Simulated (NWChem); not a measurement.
Species: C3H3BO3; SMILES O1C(C(=C)B1O)=O

```xyz
10

C     -2.0565     0.6713     0.0000
C     -0.8099     0.1988     0.0000
B      0.1302    -1.0495     0.0000
O      0.0426    -2.3890     0.0000
O      1.2946    -0.2511     0.0000
C      0.4994     0.9361     0.0000
O      0.9100     2.0562     0.0000
H     -2.2533     1.7417     0.0000
H     -2.9192     0.0101     0.0000
H      0.9131    -2.8178     0.0000
```
Atoms are numbered in this order, from 1.

Structure relaxed at the B3LYP/6-31G* (spherical d) level.

Task: Give the principal values of the shielding tensors (ppm) of C1, C2, B3, O4, O5 from PBE0/pcSseg-1, GIAO (NWChem), with their diamagnetic and paramagnetic parts as GIAO splits them.

Result: 
| atom | σ11 | σ22 | σ33 | isotropic | diamagnetic | paramagnetic |
|---|---|---|---|---|---|---|
| C1 | -60.3 | 22.1 | 174.3 | 45.4 | 257.2 | -211.9 |
| C2 | -49.8 | 38.1 | 127.8 | 38.7 | 255.0 | -216.3 |
| B3 | 46.6 | 66.5 | 93.2 | 68.8 | 195.4 | -126.6 |
| O4 | 118.6 | 237.0 | 301.9 | 219.2 | 387.2 | -168.0 |
| O5 | -228.5 | -4.2 | 101.8 | -43.6 | 394.6 | -438.3 |
